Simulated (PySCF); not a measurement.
**`CN(C)C#CC#CC(F)(F)F`, C$_{7}$H$_{6}$F$_{3}$N**

Molfile (atoms numbered from 1):
```
C7H6F3N
     RDKit          3D

 17 16  0  0  0  0  0  0  0  0999 V2000
   -2.5804    0.9604   -0.9826 C   0  0  0  0  0  0  0  0  0  0  0  0
   -1.9547   -0.0323   -0.1335 N   0  0  0  0  0  0  0  0  0  0  0  0
   -2.8121   -0.7931    0.7519 C   0  0  0  0  0  0  0  0  0  0  0  0
   -0.6498   -0.0273    0.0469 C   0  0  0  0  0  0  0  0  0  0  0  0
    0.5672   -0.0394    0.2034 C   0  0  0  0  0  0  0  0  0  0  0  0
    1.9168   -0.0616    0.3745 C   0  0  0  0  0  0  0  0  0  0  0  0
    3.1261   -0.0839    0.5304 C   0  0  0  0  0  0  0  0  0  0  0  0
    4.5719   -0.1256    0.7184 C   0  0  0  0  0  0  0  0  0  0  0  0
    5.1948   -0.6896   -0.3215 F   0  0  0  0  0  0  0  0  0  0  0  0
    5.0858    1.0993    0.8671 F   0  0  0  0  0  0  0  0  0  0  0  0
    4.8936   -0.8322    1.8055 F   0  0  0  0  0  0  0  0  0  0  0  0
   -1.8396    1.3645   -1.6832 H   0  0  0  0  0  0  0  0  0  0  0  0
   -3.3948    0.4960   -1.5610 H   0  0  0  0  0  0  0  0  0  0  0  0
   -3.0018    1.7944   -0.3926 H   0  0  0  0  0  0  0  0  0  0  0  0
   -3.6282   -1.2549    0.1739 H   0  0  0  0  0  0  0  0  0  0  0  0
   -2.2301   -1.5889    1.2328 H   0  0  0  0  0  0  0  0  0  0  0  0
   -3.2567   -0.1551    1.5371 H   0  0  0  0  0  0  0  0  0  0  0  0
  1  2  1  0
  2  3  1  0
  2  4  1  0
  4  5  3  0
  5  6  1  0
  6  7  3  0
  7  8  1  0
  8  9  1  0
  8 10  1  0
  8 11  1  0
  1 12  1  0
  1 13  1  0
  1 14  1  0
  3 15  1  0
  3 16  1  0
  3 17  1  0
M  END
```

Computed, not measured: quadratic response CAM-B3LYP/aug-cc-pVDZ first hyperpolarisability, Taylor convention, gas phase (PySCF 2.14.0). Geometry: PBE0-D3(BJ)/def2-SVP.

Problem. Give the tensor of the second harmonic β(−2ω;ω,ω) at 1907 nm in the axes of these coordinates.

Solution. In au, Taylor convention; rows are the first index (the induced dipole):
```
       xx      yy     zz      xy      xz     yz
x  -873.7  +114.8  +94.3   -12.6  -160.2   +5.7
y   -11.2   -53.3  -27.7  +113.3    +6.7   -4.7
z  -158.3    -4.7  -14.4    +6.5   +93.1  -27.7
```
Norm of βᵢ = ⅓ Σⱼ (βᵢⱼⱼ + βⱼᵢⱼ + βⱼⱼᵢ): 696.2 au, hyper-Rayleigh value 351.6 au.
